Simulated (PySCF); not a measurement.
Potential energy curve for CF, doublet.

ROKS-PBE = restricted open-shell PBE/cc-pVDZ run with PySCF 2.14.0; CASSCF(11,8)/cc-pVDZ (PySCF); UKS-TPSSh = unrestricted TPSSh/cc-pVDZ run with PySCF 2.14.0; UMP2 = MP2 on UHF/cc-pVDZ, 2 core orbitals frozen in PySCF; UCCSD = CCSD on UHF/cc-pVDZ, 2 core orbitals frozen run with PySCF.

Energies are in kJ/mol, each relative to the lowest point of its own curve near equilibrium.

| R / Å | ROKS-PBE | CASSCF(11,8) | UKS-TPSSh | UMP2 | UCCSD |
|---|---|---|---|---|---|
| 1.01 | 353.8 | 344.6 | 348.9 | 346.5 | 349.5 |
| 1.07 | 187.2 | 178.5 | 183.4 | 179.6 | 182.0 |
| 1.14 | 74.5 | 67.5 | 71.9 | 67.9 | 69.6 |
| 1.18 | 37.5 | 31.9 | 35.5 | 32.1 | 33.3 |
| 1.22 | 14.8 | 10.9 | 13.5 | 10.9 | 11.7 |
| 1.27 | 1.7 | 0.1 | 1.2 | 0.1 | 0.4 |
| 1.30 | 0.0 | 0.0 | 0.0 | 0.0 | 0.0 |
| 1.33 | 2.0 | 3.5 | 2.5 | 3.7 | 3.3 |
| 1.39 | 14.2 | 19.0 | 15.8 | 19.5 | 18.5 |
| 1.48 | 46.3 | 55.9 | 49.6 | 57.5 | 55.4 |
| 1.59 | 97.3 | 111.9 | 102.8 | 115.9 | 112.2 |
| 1.73 | 169.1 | 186.5 | 177.3 | 200.5 | 189.8 |

At the longest distance, 1.73 Å, UMP2 lies highest above its minimum (200.5 kJ/mol) and ROKS-PBE lowest (169.1 kJ/mol).

The scan ran from 1.01 to 5.04 Å; beyond the distances shown one of the unrestricted levels run for this scan, shown here or not, changes its spin distribution in one step.
